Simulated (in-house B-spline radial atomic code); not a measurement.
Results of a calculation; reference values are marked as such.
## Zn ion on O atom: potential, deflection and energy transfer

The pair potential comes from two frozen, spherical free-atom densities (PBE, B-spline radial code, scalar-relativistic past argon): electrostatics plus the change in Thomas-Fermi kinetic and Dirac exchange energy where they overlap, the recipe behind the universal ZBL potential, which averages such potentials (from solid-state densities) over many pairs. It is written V = (Z1 Z2 e²/r) φ(r/a), with e² = 14.3996 eV·Å and a = 0.46850 Å/(Z1^0.23 + Z2^0.23); ZBL's fit is φ = 0.18175 e^(−3.1998x) + 0.50986 e^(−0.94229x) + 0.28022 e^(−0.4029x) + 0.02817 e^(−0.20162x). Where φ falls below 4e-4 it is continued as an exponential.

Masses 65.38 and 16.0 u.

```json
{"x = r/a": "0.1", "φ, this pair": "0.8937", "φ, ZBL": "0.8928"}
{"x = r/a": "0.5", "φ, this pair": "0.6291", "φ, ZBL": "0.6096"}
{"x = r/a": "1.5", "φ, this pair": "0.319", "φ, ZBL": "0.2995"}
{"x = r/a": "3", "φ, this pair": "0.1401", "φ, ZBL": "0.1292"}
{"x = r/a": "5", "φ, this pair": "0.05594", "φ, ZBL": "0.05224"}
{"x = r/a": "8", "φ, this pair": "0.01834", "φ, ZBL": "0.01705"}
{"x = r/a": "12", "φ, this pair": "0.004252", "φ, ZBL": "0.00474"}
{"x = r/a": "17", "φ, this pair": "0.0007916", "φ, ZBL": "0.001212"}
```

Problem. At x = 1 the electrostatic, kinetic and exchange parts are 9060.58, 3376.66 and -166.61 eV. Find r, V and φ.

Solution. a = 0.46850/(2.1864 + 1.6133) = 0.12330 Å, so r = 0.12330 Å. V = 9060.58 + 3376.66 + (-166.61) = 12270.63 eV. The bare repulsion is 30 × 8 × 14.3996/0.12330 = 28029 eV, so φ = 0.4378, +5.1 % against ZBL's 0.4164. The kinetic (Pauli) term is 28 % of V here.

Problem. The ion comes in at 14.26 keV with impact parameter 0.6165 Å. The scattering integral gives a centre-of-mass angle of 11.38° and a closest approach of 5.259 a. What are the reduced energy, the energy passed on and the laboratory angles?

Solution. ε = E a M2/(Z1 Z2 e² (M1 + M2)) = 14260 × 7.0145e-06 = 0.1. The most that one collision can pass on is γE with γ = 4 M1 M2/(M1 + M2)² = 0.6318. Here T = γE sin²(θ/2) = 0.6318 × 14260 × 0.009831 = 88.55 eV. The ion turns by arctan(sin θ/(cos θ + M1/M2)) = 2.2°, and the struck atom leaves at (180° − θ)/2 = 84.3°. The closest approach is 0.648 Å. With ZBL the angle would be 10.78° and T = 79.52 eV.
